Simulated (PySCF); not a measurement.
# Electronic structure of Li (lithium, neutral) at the r2SCAN level

Configuration: [He] 2s1, 2S determinant. Computed with PySCF 2.14 in dyall-acv3z (15s9p3d, 57 functions), with the spin-free X2C one-electron Hamiltonian (Gaussian nucleus).

```json
{
 "Total energy": "-7.4805 hartree",
 "One-electron energy": "-9.7139 hartree",
 "Hartree (Coulomb) energy": "4.0584 hartree",
 "Exchange-correlation energy": "-1.8250 hartree",
 "⟨S²⟩": "0.7500",
 "⟨L²⟩": "0.000",
 "Sum of ⟨r⟩": "4.970 bohr",
 "Sum of ⟨r²⟩": "18.06 bohr²",
 "Langevin diamagnetic susceptibility": "-14.3 ×10⁻⁶ cm³/mol"
}
```

```tsv
shell	electrons	mean orbital energy (hartree)	rms radius, mean of both spins (bohr)
1s α	1	-1.95935	0.677
1s β	1	-1.95317	0.677
2s α	1	-0.11973	4.14
```
